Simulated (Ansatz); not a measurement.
Cost and result for the atomization energy of `F/C=C(\[SiH3])CF` (12 atoms, 11 bonds).

Z-matrix (Å, degrees):
```
Si
C 1 1.873
H 1 1.488 2 107.2
H 1 1.484 2 111.0 3 118.9
H 1 1.484 2 111.0 3 -118.9
C 2 1.322 1 120.4 3 179.7
C 2 1.493 1 119.3 3 -0.3
F 6 1.341 2 121.1 1 0.0
H 6 1.083 2 126.7 1 180.0
F 7 1.381 2 112.2 1 180.0
H 7 1.096 2 110.8 1 -59.8
H 7 1.096 2 110.8 1 59.8
```

The species carries charge 0 and has multiplicity 1. Geometry: relaxed with PBE0-D4/def2-TZVP. It is one conformer, not always the lowest. Program: Ansatz. All runs use 4 threads of an Arm Neoverse V1 on a shared host. Times are those of one run each, without the atoms' runs, and a repeat can differ threefold. Electronic energies, without spin–orbit coupling; frozen cores. CCSD(T)/CBS adds CCSD(T) − MP2 in def2-TZVPP to the MP2 limit, and its time is that of the two runs behind it. T1 = 0.012. B3LYP takes the VWN-RPA correlation (the form of Gaussian; ORCA's B3LYP/G).

CCSD(T)/CBS is a level of theory with its own doubt, some kJ/mol a heavy atom from the limit and from the frozen cores, so smaller differences don't rank the functionals.

```json
{"level": "PBE-D4/def2-TZVPP (with forces)", "functions": "281", "wall time": "3.2 s", "atomization (kcal/mol)": "1113.0", "difference from CCSD(T)/CBS": "27.7", "per bond": "2.5"}
{"level": "PBE0-D4/def2-TZVPP", "functions": "281", "wall time": "3.7 s", "atomization (kcal/mol)": "1089.8", "difference from CCSD(T)/CBS": "4.5", "per bond": "0.4"}
{"level": "B3LYP-D4/def2-TZVPP (with forces)", "functions": "281", "wall time": "6 s", "atomization (kcal/mol)": "1085.7", "difference from CCSD(T)/CBS": "0.4", "per bond": "0.0"}
{"level": "r2SCAN-D4/def2-TZVPP (with forces)", "functions": "281", "wall time": "6.5 s", "atomization (kcal/mol)": "1090.2", "difference from CCSD(T)/CBS": "4.9", "per bond": "0.4"}
{"level": "B2PLYP/def2-TZVPP", "functions": "281", "wall time": "7.5 s", "atomization (kcal/mol)": "1074.6", "difference from CCSD(T)/CBS": "-10.7", "per bond": "-1.0"}
{"level": "ωB97X-V/def2-TZVPP", "functions": "281", "wall time": "10 s", "atomization (kcal/mol)": "1090.2", "difference from CCSD(T)/CBS": "4.9", "per bond": "0.4"}
{"level": "ωB97M-V/def2-TZVPP (with forces)", "functions": "281", "wall time": "15 s", "atomization (kcal/mol)": "1089.4", "difference from CCSD(T)/CBS": "4.1", "per bond": "0.4"}
{"level": "MP2/def2-QZVPP", "functions": "535", "wall time": "34 s", "atomization (kcal/mol)": "1095.1", "difference from CCSD(T)/CBS": "9.8", "per bond": "0.9"}
{"level": "CCSD(T)/def2-TZVPP", "functions": "281", "wall time": "6.2 min", "atomization (kcal/mol)": "1058.2", "difference from CCSD(T)/CBS": "-27.1", "per bond": "-2.5"}
{"level": "CCSD(T)/CBS(def2)", "functions": "–", "wall time": "6.7 min", "atomization (kcal/mol)": "1085.3", "difference from CCSD(T)/CBS": "0.0", "per bond": "0.0"}
```

From PBE to PBE0 (25 % exact exchange), in def2-TZVPP and without D4, the atomization energy moves by −22.4 kcal/mol: exact exchange takes away binding that semilocal exchange gives to molecules. The D4 term adds +9.3 kcal/mol with B3LYP and +4.9 kcal/mol with PBE0; it sums over pairs of atoms, weighted by their polarisabilities, and B3LYP, whose exchange is more repulsive, gets the larger term. In def2-TZVPP, CCSD(T) changes the Hartree–Fock value by +265.5 kcal/mol (the triples alone add +17.1 kcal/mol) and MP2 by +286.4 kcal/mol; breaking electron pairs costs correlation energy, which Hartree–Fock lacks.
